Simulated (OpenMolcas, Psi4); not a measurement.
**SnH2F2 (SMILES [F][SnH2][F]): methods side by side**

SnH2F2 has 5 atoms, charge 0, and is taken as a singlet. As SMILES, `[F][SnH2][F]`. The shape is that of a PBE0-D4/def2-TZVP optimisation.

Quantity: the vertical ionisation energy (to the doublet cation), in eV. The values are calculated.

```json
{"level": "HF/def2-SVP (core potential)", "kind": "Hartree–Fock", "program": "Psi4", "value (eV)": "12.44"}
{"level": "PBE/def2-SVP (core potential)", "kind": "GGA", "program": "OpenMolcas", "value (eV)": "11.45"}
{"level": "TPSS/def2-SVP (core potential)", "kind": "meta-GGA", "program": "Psi4", "value (eV)": "11.59"}
{"level": "r2SCAN/def2-SVP (core potential)", "kind": "meta-GGA", "program": "OpenMolcas", "value (eV)": "11.79"}
{"level": "BHLYP/def2-SVP (core potential)", "kind": "global hybrid", "program": "Psi4", "value (eV)": "12.60"}
{"level": "CAM-B3LYP/def2-SVP (core potential)", "kind": "range-separated hybrid", "program": "Psi4", "value (eV)": "12.34"}
{"level": "B2PLYP/def2-SVP (core potential, density fitting for correlation)", "kind": "double hybrid", "program": "Psi4", "value (eV)": "12.18"}
{"level": "MP3/def2-SVP (core potential)", "kind": "perturbation theory", "program": "Psi4", "value (eV)": "12.88"}
{"level": "CCSD(T)/def2-SVP (core potential)", "kind": "coupled cluster or CI", "program": "Psi4", "value (eV)": "12.42"}
```

Spin-orbit coupling, which can split open shells on such heavy atoms by tenths of an eV, is left out. The values span 11.45 to 12.88 eV. Spin contamination of the reference (⟨S²⟩ at least 0.1 too high) touches HF/def2-SVP, MP3/def2-SVP, CCSD(T)/def2-SVP. The coupled-cluster rows rest on a doubtful reference here (large T1 or Brueckner and Hartree–Fock orbitals at odds), and rows may lie in different states. In the correlated wave-function rows the outer d shell of Sn is correlated, in sets not made for it.
